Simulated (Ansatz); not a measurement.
`C[S][InH2]` + silanol → `[SiH3][O][InH2]` + CH₃SH at 500 K and 1 bar (ligand exchange at the In–S bond).

Isolated molecules relaxed with PBE0-D4/def2-TZVP in Ansatz; ΔE leaves out vibrations. CCSD(T)/CBS adds triple-zeta CCSD(T) − MP2 to the extrapolated MP2 energy (def2 sets, frozen cores). This one scheme is used for every species. def2 core potentials past Kr. For In outer-core shells are correlated without core-valence functions, which leaves a few kJ/mol of doubt a bond.

| species | CCSD(T)/CBS energy (Eh) | H − E (kJ/mol) | S (J/(mol·K)) |
| --- | --- | --- | --- |
| `C[S][InH2]` | -628.65181 | 171.9 | 388.4 |
| `O[SiH3]` | -366.69042 | 127.5 | 292.9 |
| `[SiH3][O][InH2]` | -557.10255 | 148.2 | 400.0 |
| CH₃SH | -438.22835 | 145.1 | 283.7 |

H − E and S are ideal-gas, rigid-rotor, harmonic terms from PBE0-D4/def2-TZVP. 1 Eh = 2625.50 kJ/mol, R = 8.31446 J/(mol·K).

Q: By hand: ΔE, ΔH, ΔS and ΔG.

A: ΔE = (-557.10255) + (-438.22835) − (-628.65181) − (-366.69042) = 0.01133 Eh = 29.7 kJ/mol. Δ(H − E) = 148.2 + 145.1 − 171.9 − 127.5 = -6.1, so ΔH = 23.6 kJ/mol. ΔS = 400.0 + 283.7 − 388.4 − 292.9 = 2.4 J/(mol·K). ΔG = 23.6 − 500 × (2.4)/1000 = 22.4 kJ/mol.

Q: By hand: the equilibrium constant, and the temperature at which ΔG would vanish if ΔH and ΔS stayed fixed.

A: log₁₀ K = −ΔG/(RT ln 10) = -2.3. ΔG = 0 at ΔH/ΔS = 9833 K, far beyond where these terms or the molecules hold.

The number of gas molecules stays the same, so ΔS is small and ΔH decides. A doubt of 5 kJ/mol in ΔE shifts log₁₀ K by 0.5 here. Modes under 60 cm⁻¹, often nearly free rotors, make the harmonic entropy too high. These are equilibria of isolated gas molecules and say nothing of rates. Largest T1 diagnostic: 0.015 (customary marks: 0.02 for closed shells, 0.045 for open ones).
